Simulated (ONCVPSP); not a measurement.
Pt, ONCV: configuration errors across variants

| Quantity | Value |
| --- | --- |
| Element | Pt |
| Generator | ONCVPSP 4.0.1 |
| Type | optimised norm-conserving Vanderbilt (ONCV) |
| Functional | LDA (Perdew-Wang 92) |
| Relativity | fully relativistic |
| Frozen core | [Kr] 4d10 4f14 |
| Valence charge | 18 |
| Reference configuration | 5s2 5p6 5d7 (charge +3) |
| Partial waves | 5s: rc 1.55 bohr, ncon 4, nbas 8, qcut 9.9 1/bohr, 2 projectors, debl 1.8 Ha; 5p: rc 1.45 bohr, ncon 4, nbas 8, qcut 11.3 1/bohr, 3 projectors, debl 1.1 Ha; 5d: rc 2.10 bohr, ncon 4, nbas 9, qcut 7.3 1/bohr, 2 projectors, debl 1.8 Ha |
| Local potential | polynomial inside 1.05 bohr (lpopt 5, dvloc0 3 Ha) |
| Core correction | Teter function, fcfact 2.75, rcfact 1.55 |

Open shells are filled in proportion to 2j + 1.

In the s channel the program set the typed energies aside and used -5.040, 0.050 Ha. In the p channel the program set the typed energies aside and used -3.194, 0.250, 1.350 Ha (j = l + 1/2; the other j can differ).

All-electron excitation energies from the reference (eV): (1) 5s2 5p6 5d9 6s1 -62.339; (2) 5s2 5p6 5d9 -52.789; (3) 5s2 5p6 5d8 -32.513.

2 further variants failed, have other tests or too few solved ones, and are left out.

A true bound ghost makes a file unfit for plane-wave use even where its test errors are small: the radial tests pick states by their node count and pass the ghost by.

Errors AE − PS in meV (a dash: test not solved or not reliable):

```
      change   (1)   (2)   (3)  bound ghosts  GHOST(+) flags above zero
        base  -0.3  -1.3  -0.6          none              s, p3/2, d3/2
 p: qcut 7.1  +0.2  -1.2  -0.5          none        s, p3/2, p1/2, d3/2
   p: qcut 8  +0.2  -1.1  -0.5          none              s, p1/2, d3/2
p: qcut 10.4  -0.2  -1.3  -0.6          none              s, p3/2, d3/2
  p: qcut 12  -0.4  -1.3  -0.6          none              s, p3/2, d3/2
p: qcut 14.5  -0.6  -1.4  -0.6          p3/2                    s, d3/2
p: qcut 16.8  -0.4  -2.6  -0.9          none        s, p3/2, p1/2, d3/2
```

(1) Give the same row for: p: qcut 9.1.

Answers

(1) 0.0, -1.2, -0.5; bound ghosts: none; GHOST(+) flags above zero: s, p3/2, p1/2, d3/2.
